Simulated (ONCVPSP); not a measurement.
P: excitation energies, all-electron against ONCV

P (Z = 15), optimised norm-conserving Vanderbilt (ONCV), made with ONCVPSP 4.0.1 (PBEsol, scalar-relativistic). Core [He], reference 2s2 2p6 3s2 3p3. Waves: 2s+3s: rc 0.90 bohr, ncon 5, nbas 9, qcut 17.3 1/bohr, 2 projectors; 2p+3p: rc 0.75 bohr, ncon 3, nbas 8, qcut 16.2 1/bohr, 2 projectors. Local part: polynomial inside 0.70 bohr (lpopt 5, dvloc0 1 Ha). Core correction: Teter function, fcfact 2, rcfact 1.2.

Energies are relative to the spin-unpolarised reference configuration 2s2 2p6 3s2 3p3; without spin polarisation the order of configurations can differ from experiment.

| valence configuration | charge | ΔE all-electron (eV) | error AE − PS (meV) |
| --- | --- | --- | --- |
| 2s2 2p6 3s2 3p1 | +2 | 28.810 | +2.8 |
| 2s2 2p6 3s2 3p0 | +3 | 58.516 | +9.2 |
| 2s2 2p6 3s1 3p0 | +4 | 110.429 | +8.5 |

(1) What are ΔE and the potential's error for 2s2 2p6 3s2 3p2?

Levels in the configuration 2s2 2p6 3s2 3p1:

```csv
level,all-electron (eV),pseudo (eV)
2s,-197.083,-197.076
2p,-147.905,-147.852
3s,-33.897,-33.896
3p,-24.240,-24.235
```

Answers

(1) ΔE = 9.698 eV all-electron; the error (AE − PS) is +0.6 meV.
